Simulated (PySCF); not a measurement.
# Core-level binding energies of `[H]/N=C\[SiH2]C=O`

C2H5NOSi.
Numbering: `[H]/[N:1]=[CH:2]\[SiH2:3][CH:4]=[O:5]`

Method: PySCF, delta-SCF UKS SCAN, pcX-2 on the ionised atom, pcseg-1 elsewhere, spin-free X2C. Each binding energy is the total energy of the core-ionised species, with the hole localised on one atom, minus that of the ground state; both are solved self-consistently, so orbital relaxation is included.

Problem. What binding energy does each computed site have?

Solution. 
```
atom(s)                  bonded to     level  binding energy (eV)  2p1/2 (eV)  count
    Si3                2 C and 2 H  Si 2p3/2               107.24      107.86      1
     C2  N (double bond), H and Si      C 1s               291.85           –      1
     N1      C (double bond) and H      N 1s               404.91           –      1
     O5            C (double bond)      O 1s               538.22           –      1
    Si3                2 C and 2 H     Si 1s              1846.92           –      1
```

Problem. Which effective nuclear charge Zeff reproduces each element's mean 1s value in the hydrogen-like formula E = 13.606 eV × Zeff²?

Solution. C (Z = 6): mean 291.9 eV, Zeff = 4.63, Z − Zeff = 1.37; N (Z = 7): mean 404.9 eV, Zeff = 5.46, Z − Zeff = 1.54; O (Z = 8): mean 538.2 eV, Zeff = 6.29, Z − Zeff = 1.71; Si (Z = 14): mean 1846.9 eV, Zeff = 11.65, Z − Zeff = 2.35. Means run over the listed sites, weighted by atom count.

Problem. What is the longest wavelength that can ionise C 1s of C2 vertically?

Solution. λ = hc/E = 12398.42 eV Å / 291.85 eV = 42.482 Å.

The list is incomplete; no value stands for C 1s of C4 (hole states with ⟨S²⟩ of 1 or more are left out). The unrestricted hole states depart most from a pure doublet (⟨S²⟩ = 0.75; over 0.85 named) for C 1s of C2 (0.89) and O 1s of O5 (0.98), which makes these values less certain. The 2p values aren't plain energy differences: one relaxed spin-free 2p hole is combined with a matrix within the shell (ground-state 2p orbital-energy differences and spin–orbit coupling). 2p3/2, the mean of its two sublevels, lies a third of the splitting below the shell's mean and 2p1/2 two thirds above it; the statistical areas are 2:1. 2p1/2 minus 2p3/2 (ligand field included): Si 0.62 eV. The structure is a single PBE0-D3(BJ)/def2-SVP conformer in the gas phase; no vibrational or solvent corrections.

The values belong to the conformer `[H]/[N:1]=[CH:2]\[SiH2:3][CH:4]=[O:5]`: N1–C2–Si3–C4 -116°, C2–Si3–C4–O5 116°.
